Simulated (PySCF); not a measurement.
An unknown gives this computed stick spectrum. The calculation used PySCF 2.14.0, density-fitted response routines, TDDFT CAM-B3LYP/def2-SVPD, vertical, gas phase, core orbitals frozen in the response. Geometries: PBE0-D3(BJ)/def2-SVP, one conformer each. Relativistic effects are left out although some hold elements past zinc.

| state | E (eV) | f |
| --- | --- | --- |
| S1 | 5.16 | 0.0019 |
| S2 | 5.34 | 0.0053 |
| S3 | 5.66 | 0.0047 |
| S4 | 5.78 | 0.013 |
| S5 | 6.38 | 0.0051 |
| S6 | 6.54 | 0.0052 |
| S7 | 6.65 | 0.0083 |
| S8 | 6.83 | 0.021 |
| S9 | 6.97 | 0.0066 |
| S10 | 7.09 | 0.036 |

Triplets computed (Tamm–Dancoff): 4.81, 4.99, 5.21, 5.29 eV.

**Question.** Which candidate is it?
A. `[N]([GeH2][CH](C)C)(C)C`
B. `CC([C@@H]1C[S][GeH2][S]1)C`
C. `c1ccc2cscc2c1`

**Answer.** B. Its S1 lies at 5.16 eV; the nearest of the others has S1 at 5.66 eV. S1 is HOMO→LUMO (84%). Löwdin shares by element: HOMO sulfur 66% or more, carbon 9% or more, germanium 7% (atoms not listed hold the other 18%); LUMO sulfur 59%, germanium 18%, hydrogen 6% or more (atoms not listed hold the other 17%). At the same level the other candidates give, for their lowest levels:
- `C[CH](C)[GeH2][N](C)C`: 5.66 eV (f 0.019); 6.20 eV (f 0.039); 6.44 eV (f 0.038); 6.70 eV (f 0.002); 6.98 eV (f 0.034); T1 5.49 eV; HOMO -7.38, LUMO 1.20 eV
- `c1ccc2cscc2c1`: 3.89 eV (f 0.080); 4.78 eV (f 0.098); 5.64 eV (f 0.005); 5.81 eV (f 0.003); 5.84 eV (f 0.000); T1 2.32 eV; HOMO -7.03, LUMO -0.59 eV

Without π bonds the low states are Rydberg-like; a valence basis with one diffuse set may place them up to an eV too high.
